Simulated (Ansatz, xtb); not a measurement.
# Ranking isomers of BH7OSeSi

10 gas-phase structures of BH7OSeSi, found in a search over its isomers (lower ones may exist). Each was relaxed with GFN2-xTB; where two conformers were screened, the lower at r2SCAN-D4/def2-SVP//GFN2-xTB is listed:

A. `[BH3-][Se@+](O)[SiH3]`, a singlet
B. `[BH3-][SeH+]O[SiH3]`, a singlet
C. `[BH3-][OH+][Se][SiH3]`, a singlet
D. `[OH2+][BH2-][Se][SiH3]`, a singlet
E. `[OH2+][BH2-][SiH2][SeH]`, a singlet
F. `[SiH3][OH+][BH2-][SeH]`, a singlet
G. `[BH3-][OH+][SiH2][SeH]`, a singlet
H. `[BH3-][O+]([SiH3])[SeH]`, a singlet
I. `O[SiH2][BH2-][SeH2+]`, a singlet
J. `[BH3-][SeH+][SiH2]O`, a singlet

Problem. Which do you expect lowest at r2SCAN-D4/def2-SVP//GFN2-xTB, and how would the others follow?

Solution. Calculated order at r2SCAN-D4/def2-SVP//GFN2-xTB: J (0.0), D (11.1), F (11.9), G (17.2), E (48.8), I (77.7), B (178.3), A (191.4), H (202.4), C (209.8) kJ/mol. Less than 1 kcal/mol parts D and F, so the order within that pair means little.

Energies above the lowest of each column, in kJ/mol; the last columns are at r2SCAN-D4/def2-SVP geometries and were run for some of them only (a dash: not run or not comparable):

```csv
structure,GFN2-xTB,HF/STO-3G,r2SCAN-D4/def2-SVP//GFN2-xTB,r2SCAN-D4/def2-SVP,CCSD(T)/def2-SVP + ΔMP2/def2-TZVPP
J,10.5,120.8,0.0,0.0,0.0
D,73.4,25.9,11.1,9.0,–
F,0.0,0.0,11.9,4.3,9.8
G,3.7,16.8,17.2,4.0,9.3
E,145.3,88.8,48.8,–,–
I,152.6,260.1,77.7,–,–
B,90.0,289.3,178.3,–,–
A,145.6,221.1,191.4,–,–
H,111.1,165.6,202.4,–,–
C,152.7,158.2,209.8,–,–
```

CCSD(T)/def2-SVP + ΔMP2/def2-TZVPP puts J lowest of those it was run on; GFN2-xTB picks F, HF/STO-3G picks F. CCSD(T)/def2-SVP + ΔMP2/def2-TZVPP orders those it was run on as J (0.0), G (9.3), F (9.8) kJ/mol. Less than 1 kcal/mol parts G and F, so the order within that pair means little. Some further structures that were screened fall inside this span and aren't listed. Flexible structures stand in one conformer each, not always the lowest. Frequencies (r2SCAN-D4/def2-SVP) were run for F, G, J alone. The ΔMP2 step shifts differences by up to 23.1 kJ/mol, which makes them less sure. ΔMP2 is the change of the MP2 energy from the smaller to the larger basis.

Over these structures GFN2-xTB departs from r2SCAN-D4/def2-SVP//GFN2-xTB by 53.9 kJ/mol on average once a common shift is removed. A GFN2-xTB relaxation took about 0.15 s and the r2SCAN-D4/def2-SVP//GFN2-xTB energy about 2.3 s on a shared host (Ansatz 0.2.0, xtb 6.7.1).
